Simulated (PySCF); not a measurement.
# Adding and removing an electron: GaSn

PBE0; Ga cc-pVDZ-PP with ECP10, Sn cc-pVDZ-PP with ECP28; scalar-relativistic core potentials (PySCF 2.14). Neutral (UKS): quartet (σ ↑, π ↑↑), Re = 2.678 Å, ωe = 182 cm⁻¹, De = 2.14 eV, HOMO -5.25 eV, LUMO -2.59 eV.

GaSn⁺ (UKS): triplet (σ ↑, π ↑), Re = 3.073 Å, ωe = 105 cm⁻¹, De = 1.16 eV to Ga⁺ + Sn. The energies at the minima are -473.73305 hartree for GaSn and -473.47907 for GaSn⁺.

Question: Work out the adiabatic ionisation energy, without and with harmonic zero-point energies (1 hartree = 27.2114 eV, 1 eV = 8065.5 cm⁻¹), and the change of the bond length.

Answer: At PBE0: 0.25398 hartree = 6.911 eV between the minima; the zero-point term (105.0 − 182.0)/2 cm⁻¹ = -0.005 eV makes it 6.906 eV. Re changes by +39.5 pm against the neutral. The electron leaves a π orbital, and the ion is left as a loose complex of an ion and an atom.

Spin–orbit coupling is left out, which matters for elements this heavy, above all for dissociation energies. For an ion De counts to the pair picked by the measured ionisation energies or electron affinities, which need not be the lowest pair at this level. States were picked by a PBE0 search and need not be the measured ground states.
